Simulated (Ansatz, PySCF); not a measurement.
Molecule: C₂H₂N, net charge 0, doublet state. It need not be the lowest isomer of its formula. 
Coordinates optimised at B3LYP-D3(BJ)/def2-TZVP (Ansatz, a quantum-chemistry and plane-wave program):
SMILES: [C-]#[N+][CH2]
```xyz
5

C     -1.1003     0.1172     0.1136
N      0.2172    -0.0231    -0.0224
C      1.3859    -0.1476    -0.1430
H     -1.6290    -0.5396     0.7877
H     -1.6054     0.8842    -0.4538
```
Charge 0, spin multiplicity 2.

Total electronic energies in hartree. Valence correlation only, unless marked. Open shells are spin-unrestricted. No spin-orbit coupling. Non-relativistic. CBS(X,Y): correlation extrapolated as X^-3; Hartree-Fock from the larger set. The bracket is a focal-point correction in the basis named.

| level | program | energy (Eh) |
|---|---|---|
| HF/6-31G* | Ansatz | -131.26980 |
| HF/cc-pVTZ | Ansatz | -131.31713 |
| HF/aug-cc-pVQZ | Ansatz | -131.32629 |
| HF-D3(BJ)/def2-TZVPD | PySCF + dftd3 | -131.34547 |
| PBE/def2-TZVPD | Ansatz | -131.94140 |
| BLYP-D4/def2-TZVPD | Ansatz + dftd4 | -132.07722 |
| revPBE-D4/def2-TZVPD | Ansatz + dftd4 | -132.08327 |
| BP86/def2-TZVPD | PySCF | [?] |
| HSE06-D4/def2-TZVPD | Ansatz + dftd4 | -131.94076 |
| PBE-QIDH/def2-TZVPD | Ansatz | -131.91791 |
| RI-MP2/aug-cc-pVTZ | Ansatz | -131.78601 |
| SCS-MP2/6-31G* | Ansatz | -131.62797 |
| CCSD(T)/aug-cc-pVTZ | Ansatz | -131.83414 |
| RI-MP2/CBS(aug-cc-pVTZ,aug-cc-pVQZ)+[CCSD(T)-MP2]/aug-cc-pVTZ | Ansatz | -131.8890 |
| RI-MP2/CBS(cc-pVTZ,cc-pVQZ)+[CCSD(T)-MP2]/cc-pVTZ | Ansatz | -131.8880 |

Complete the blanks.


- BP86/def2-TZVPD, energy (Eh): -132.10656
